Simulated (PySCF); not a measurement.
# AgI₂⁻, singlet: data card

Method: PySCF, B3LYP, basis Ag def2-SVPD with ECP28, I def2-SVPD with ECP28 (scalar-relativistic core potentials, no spin–orbit coupling, density fitting).

The structure is a minimum.

Coordinates in bohr (charge -1 multiplicity 1):
```
Ag    0.0000    0.0000    0.0000
I     0.0000    0.0000    5.0784
I     0.0000    0.0000   -5.0784
```

- Point group: D∞h
- Bond lengths: Ag–I 2.687 Å (×2)
- Bond angles: I–Ag–I 180.0°
- Enthalpy at 298.15 K above 0 K: 16.31 kJ/mol
- Principal quadrupole moments (Buckingham, traceless) about the centre of mass: -37.80, 18.90, 18.90 D Å
- Heat capacity Cp at 298.15 K: 61.4 J/(mol K)
- Lowest empty level: 2.39 eV
- Highest occupied level: -2.61 eV
- Zero-point energy: 2.6 kJ/mol
- Principal polarisabilities: 100.8, 100.8, 184.8 bohr³
- Rotational symmetry number: 2
- Entropy at 298.15 K and 1 bar: 328.5 J/(mol K)
- Rotational constants: 0.009197 cm⁻¹
- Dipole moment about the centre of mass: 0.00 D

Harmonic modes (masses in u: Ag 106.905, I 126.904):
```
symmetry  ω (cm⁻¹)  IR (km/mol, summed over degenerate members)   μ (u)
      πu        58                                          3.2  112.14
     σg+       113                                          0.0  126.90
     σu+       199                                         27.4  112.14
```

In D∞h the vibrations span πu + σg+ + σu+. The σg+ mode carries no infrared intensity, as symmetry demands. With a centre of inversion only u modes can be infrared active and only g modes Raman active.

Charges (e); Mulliken and Löwdin values are unreliable with diffuse functions:
```csv
atom,Mulliken,Löwdin,polar tensor,Mayer order to Ag1
Ag1,0.16,-0.27,0.42,–
"I2,3",-0.58,-0.37,-0.71,0.67
```

Mulliken populations on Ag1 (electrons outside its core potential): s 2.74, p 6.15, d 9.94, f 0.00.

Formally Ag is in oxidation state +1, d10. The polar-tensor charge on Ag, 0.42, is far below the formal one.

Other isomers or separated fragments may lie lower. The lowest empty level of this anion is unbound, so it and the gap depend on the basis.

The final relaxation and frequency run took 18 s on 2 threads of a shared AMD EPYC 9R45 96-Core (Zen 5) host, with 104 basis functions and 7 gradients; the process peaked at 0.99 GiB.
